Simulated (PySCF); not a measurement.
Compound: C3H8OTe.
Z-matrix (Å and degrees, PBE0-D3(BJ)/def2-SVP geometry), rows numbered from 1:
```
C 
O   1  1.3959
C   2  1.3965  1  114.78
C   3  1.5194  2  115.02  1   -67.18
Te  4  2.1713  3  113.26  2   -56.94
H   1  1.1082  2  111.75  3   -53.25
H   1  1.1067  2  112.80  3    68.85
H   1  1.0989  2  107.57  3  -172.24
H   3  1.1119  2  110.04  1    54.98
H   3  1.1005  2  106.20  1   171.09
H   4  1.0994  3  109.72  2  -174.31
H   4  1.0987  3  112.35  2    65.87
H   5  1.6619  4   91.81  3    38.04
```

Method: PySCF, PBE0-D3(BJ)/def2-SVP geometry optimisation, gas phase, def2 core potentials past Kr.

Take the most abundant isotopes and a rigid rotor. The values belong to one conformer with, in the numbering `[CH3:1][O:2][CH2:3][CH2:4][TeH:5]`, C1–O2–C3–C4 -67°, O2–C3–C4–Te5 -57°, C3–C4–Te5–H 38°.

**Question.** Give the principal moments of inertia and the rotational constants in cm⁻¹.

**Answer.** Ia = 77.68, Ib = 435.89, Ic = 468.51 u·Å²; 505379 MHz·u·Å²/I gives 6506, 1159 and 1079 MHz, that is A = 0.21703, B = 0.03867, C = 0.03598 cm⁻¹.

**Question.** Classify the top.

**Answer.** A near-prolate asymmetric top. Ray's parameter κ = (2B − A − C)/(A − C) = -0.970; −1 is the prolate and +1 the oblate limit.

**Question.** What does the inertial defect say?

**Answer.** Not planar: Δ = Ic − Ia − Ib = -45.06 u·Å². For a rigid frame Δ = −2 Σ m c², so Σ m c² = 22.53 u·Å² lies off the ab plane: 7.82 from hydrogen and 14.70 from heavier atoms. The atom farthest from that plane is 1.60 Å away.

**Question.** Give the other two planar moments, Paa and Pbb, and the rms extents of the mass along the axes.

**Answer.** Paa = Σ m a² = (Ib + Ic − Ia)/2 = 413.36 and Pbb = Σ m b² = (Ia + Ic − Ib)/2 = 55.15 u·Å². With the mass M = 189.96 u, the rms extents √(P/M) along a, b and c are 1.48, 0.54, 0.34 Å.

**Question.** List the rotational levels J(Ka,Kc) to J = 4 (MHz).

**Answer.** Above 0(0,0):
J = 1: 1(0,1) 2238, 1(1,1) 7585, 1(1,0) 7666
J = 2: 2(0,2) 6713, 2(1,2) 11981, 2(1,1) 12223, 2(2,1) 28263, 2(2,0) 28264
J = 3: 3(0,3) 13424, 3(1,3) 18573, 3(1,2) 19058, 3(2,2) 34978, 3(2,1) 34982, 3(3,1) 61914, 3(3,0) 61914
J = 4: 4(0,4) 22368, 4(1,4) 27363, 4(1,3) 28170, 4(2,3) 43929, 4(2,2) 43943, 4(3,2) 70868, 4(3,1) 70869, 4(4,1) 108577, 4(4,0) 108577
Those of J = 1 are B + C, A + C and A + B.

**Question.** Which types of transition are allowed, and where do some lines up to J = 4 fall?

**Answer.** The dipole components are |μa| = 1.36 D, |μb| = 0.86 D, |μc| = 1.25 D. Intensities carry the squares of the components, which stand as 1.00 : 0.40 : 0.85 (a : b : c). Some lines, for components of 0.1 D or more:

```
type  branch         J(Ka,Kc)    MHz  lower level (cm⁻¹)
   b       R  3(0,3) ← 2(1,2)   1444               0.400
   b       R  4(0,4) ← 3(1,3)   3794               0.620
   a       R  2(1,2) ← 1(1,1)   4396               0.253
   b       Q  1(1,0) ← 1(0,1)   5428               0.075
   b       Q  2(1,1) ← 2(0,2)   5509               0.224
   b       Q  3(1,2) ← 3(0,3)   5633               0.448
   b       Q  4(1,3) ← 4(0,4)   5802               0.746
   a       R  3(0,3) ← 2(0,2)   6711               0.224
   c       R  1(1,0) ← 0(0,0)   7666               0.000
   a       R  4(1,4) ← 3(1,3)   8789               0.620
   a       R  4(0,4) ← 3(0,3)   8943               0.448
   a       R  4(2,3) ← 3(2,2)   8952               1.167
   a       R  4(2,2) ← 3(2,1)   8961               1.167
   a       R  4(1,3) ← 3(1,2)   9112               0.636
   c       Q  4(2,3) ← 4(1,3)  15760               0.940
   b       Q  4(2,2) ← 4(1,3)  15773               0.940
   b       R  2(2,0) ← 1(1,1)  20679               0.253
   c       R  3(2,2) ← 2(1,2)  22997               0.400
   b       R  4(2,3) ← 3(1,2)  24872               0.636
   c       R  4(2,3) ← 3(1,3)  25356               0.620
   b       Q  3(3,0) ← 3(2,1)  26932               1.167
   b       R  3(3,0) ← 2(2,1)  33651               0.943
   b       R  4(3,2) ← 3(2,1)  35886               1.167
   b       Q  4(4,1) ← 4(3,2)  37709               2.364
```

**Question.** Estimate the classical rotational partition function at 25 K, 298.15 K and 500 K.

**Answer.** Point group C1, symmetry number σ = 1; q = (√π/σ)·√((kT/h)³/(ABC)), k/h = 20836.6 MHz/K: 7390 at 25 K, 304000 at 298.15 K, 661000 at 500 K.

No PBE0-D3(BJ)/def2-SVP frequencies stand behind this structure, so it isn't proved a minimum. These are rigid-rotor constants of the computed structure; measured ground-state constants (B0) also hold zero-point vibration. A rigid rotor knows nothing of internal rotation, which can split or shift real lines.

Time: 71 s of wall time; peak memory 0.53 GiB. Hardware: an Arm Neoverse V2 with one thread, shared host. That covers the optimisation of the geometry.
